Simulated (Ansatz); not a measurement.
Species: bromo(trifluoro)silane, sum formula SiBrF₃, net charge 0, singlet state. SMILES: F[Si](F)(F)Br
Coordinates optimised at B3LYP-D3(BJ)/def2-TZVP (Ansatz, a quantum-chemistry and plane-wave program):
```xyz
5

Si    -0.8040     0.0066    -0.0465
F     -1.3319     1.4683    -0.2906
F     -1.4396    -0.5327     1.2877
F     -1.2970    -0.9021    -1.2322
Br     1.3678    -0.0113     0.0790
```
Charge 0, spin multiplicity 1.

Parts of the frozen-core correlation energy in STO-3G (Ansatz, hartree). Frozen orbitals: 22; correlated occupied orbitals by spin: 16 and 16; virtual: 4 and 4. Spin-orbit coupling is left out. Non-relativistic.

```tsv
term	value
reference (HF)	-3124.50286
MP2 opposite-spin	-0.06459
MP2 same-spin	-0.01549
CCSD correlation	-0.09452
(T)	-0.00597
FCI minus CCSD(T)	-0.00085
T1 diagnostic	0.010
largest doubles amplitude	0.064
```
